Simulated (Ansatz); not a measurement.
`C[NH][Ge]([Cl])([NH]C)[NH]C`, relaxed with RKS PBE-D4/def2-SVP in Ansatz from a rough embedded geometry. The force threshold is 0.03 eV/Å; the program also tests the step.

The species carries charge 0 and has multiplicity 1.

Start:

```xyz
20

C     1.718    1.622    1.055
N     0.363    1.078    1.077
Ge   -0.069    0.265   -0.576
Cl   -0.048    1.880   -2.065
N     1.207   -1.000   -1.006
C     1.150   -2.113   -0.074
N    -1.740   -0.478   -0.458
C    -2.705    0.517   -0.019
H     1.890    2.354    0.226
H     2.462    0.738    0.838
H     2.000    2.024    1.999
H     0.324    0.348    1.798
H     0.963   -1.419   -1.974
H     1.391   -1.776    0.922
H     0.110   -2.559   -0.094
H     1.915   -2.882   -0.369
H    -1.970   -0.806   -1.428
H    -2.464    0.863    0.952
H    -2.774    1.354   -0.770
H    -3.723   -0.009   -0.036
```

```tsv
step	energy (eV)	largest force (eV/Å)	largest move (Å)
1	-76778.8279	2.783	0.000
2	-76779.3484	0.883	0.190
3	-76779.4550	0.383	0.141
4	-76779.4590	0.474	0.200
5	-76779.5005	0.502	0.200
6	-76779.5295	0.159	0.090
7	-76779.5370	0.107	0.100
8 (rejected)	-76779.5369	0.200	0.042
9	-76779.5386	0.034	0.021
10	-76779.5404	0.064	0.091
11	-76779.5410	0.033	0.021
12	-76779.5414	0.009	0.026
```

End:

```xyz
20

C     1.704    1.651    1.176
N     0.434    0.974    0.987
Ge   -0.047    0.186   -0.587
Cl    0.244    1.692   -2.167
N     1.013   -1.197   -1.136
C     1.256   -2.369   -0.317
N    -1.795   -0.302   -0.329
C    -2.804    0.703   -0.016
H     1.966    2.200    0.248
H     2.563    0.978    1.414
H     1.633    2.408    1.988
H     0.058    0.513    1.819
H     1.108   -1.329   -2.145
H     1.242   -2.078    0.755
H     0.512   -3.194   -0.438
H     2.264   -2.797   -0.514
H    -2.116   -0.991   -1.017
H    -2.383    1.424    0.714
H    -3.157    1.294   -0.894
H    -3.694    0.234    0.459
```

Hardware: 4 threads of an AMD EPYC 7R13 on a shared host and a share of an NVIDIA H100 80 GB. Wall time 26 s, peak host memory 0.89 GiB.
